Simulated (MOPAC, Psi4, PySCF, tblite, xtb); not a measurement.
Dimer H2 ··· HCl (SMILES [H][H] and Cl) at R = 3.30 Å between the centres of mass, closest contact 1.68 Å (lowest of the rigid-body minima from ten starts at GFN2-xTB). Geometry in Å and degrees:

```
4

H      0.372     0.000     0.000
H     -0.372     0.000     0.000
Cl     3.337    -0.020     0.022
H      2.055    -0.010     0.012
```

GFN2-xTB (tblite); SAPT0/jun-cc-pVDZ, frozen core (Psi4); B3LYP/def2-TZVP, counterpoise-corrected (Psi4); B3LYP-D3(BJ)/def2-TZVP, counterpoise-corrected (Psi4); PBE/def2-TZVP, counterpoise-corrected (Psi4); PBE-D3(BJ)/def2-TZVP, counterpoise-corrected (Psi4); M06-2X/def2-TZVP, counterpoise-corrected (Psi4); HF/aug-cc-pVTZ, counterpoise-corrected (Psi4); MP2/aug-cc-pVTZ = DF-MP2/aug-cc-pVTZ, frozen core, counterpoise-corrected in Psi4; SCS-MP2/aug-cc-pVTZ = DF-SCS-MP2/aug-cc-pVTZ, frozen core, counterpoise-corrected in Psi4; MP2/aug-cc-pVDZ = Psi4 with DF-MP2/aug-cc-pVDZ, frozen core, counterpoise-corrected; CCSD/aug-cc-pVDZ = DF-CCSD/aug-cc-pVDZ, frozen core, counterpoise-corrected (Psi4 1.11); CCSD(T)/aug-cc-pVDZ = Psi4 with DF-CCSD(T)/aug-cc-pVDZ, frozen core, counterpoise-corrected; PM3, restricted, heats of formation (MOPAC); AM1, restricted, heats of formation (MOPAC); GFN1-xTB (xtb); RKS-B3LYP/6-31G* = restricted B3LYP/6-31G*, spherical d, no counterpoise correction run with PySCF; RKS-LDA (SVWN5)/6-31G* = restricted LDA (SVWN5)/6-31G*, spherical d, no counterpoise correction run with PySCF; RHF/LANL2DZ = restricted Hartree-Fock/LANL2DZ, with its core potentials past Ne, no counterpoise correction (PySCF); RHF/6-31G* = restricted Hartree-Fock/6-31G*, spherical d, no counterpoise correction run with PySCF.

### Question
What interaction energy does each level give?

### Answer

```tsv
method	E_int / kJ/mol
PM3	-13.78
GFN2-xTB	-5.65
RKS-LDA (SVWN5)/6-31G*	-3.79
AM1	1.17
GFN1-xTB	2.23
PBE-D3(BJ)/def2-TZVP	3.54
PBE/def2-TZVP	4.91
B3LYP-D3(BJ)/def2-TZVP	5.60
RKS-B3LYP/6-31G*	5.83
MP2/aug-cc-pVTZ	7.15
CCSD(T)/aug-cc-pVDZ	7.65
MP2/aug-cc-pVDZ	7.66
B3LYP/def2-TZVP	7.78
CCSD/aug-cc-pVDZ	8.31
SCS-MP2/aug-cc-pVTZ	8.52
SAPT0/jun-cc-pVDZ	8.81
M06-2X/def2-TZVP	8.88
RHF/LANL2DZ	10.10
RHF/6-31G*	10.18
HF/aug-cc-pVTZ	13.50
```
